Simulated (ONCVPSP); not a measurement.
# Plane-wave convergence, ONCV potential for barium (Ba)

| Property | Result |
| --- | --- |
| Element | Ba (Z = 56) |
| Generator | ONCVPSP 4.0.1 |
| Type | optimised norm-conserving Vanderbilt (ONCV) |
| Functional | LDA (Perdew-Zunger) |
| Relativity | scalar-relativistic |
| Frozen core | [Kr] 4d10 |
| Valence charge | 10 |
| Reference configuration | 5s2 5p6 6s2 |
| Partial waves | 5s+6s: rc 3.00 bohr, ncon 4, nbas 9, qcut 3.3 1/bohr, 2 projectors; 5p: rc 2.50 bohr, ncon 5, nbas 9, qcut 4.5 1/bohr, 2 projectors, debl 2.1 Ha; d scattering state at 0.32 Ha: rc 3.05 bohr, ncon 4, nbas 8, qcut 3.5 1/bohr, 2 projectors, debl 1.6 Ha |
| Local potential | polynomial inside 1.95 bohr (lpopt 5, dvloc0 0 Ha) |
| Core correction | none |

In the d channel the program set the typed energies aside and used 0.050, 1.650 Ha.

Task: For each optimised wave give the share of its norm inside rc, the residual kinetic energy above qcut (Ha) and the cutoffs (Ha) for errors of 10, 1, 0.1 and 0.01 mHa per electron.

Result:

```
         wave  norm inside rc  residual KE  10 mHa  1 mHa  0.1 mHa  0.01 mHa
           5s           0.982      1.4e-05     1.8    2.5      3.1       7.3
           6s           0.119      6.0e-05     1.4    2.5      5.1      18.7
           5p           0.822      1.6e-04     3.3    7.8     13.5      39.2
p projector 2           0.169      7.9e-04     4.3    9.7     27.2      48.8
d projector 1           0.094      1.6e-05     2.4    3.9      5.2       7.2
d projector 2           0.268      1.6e-03     4.9    6.8     14.0      29.1
```

The occupied waves need 7.8 Ha and 13 Ha for 1 and 0.1 mHa. Note: no bound ghost flagged; GHOST(+) flagged for s at 41.7 eV.
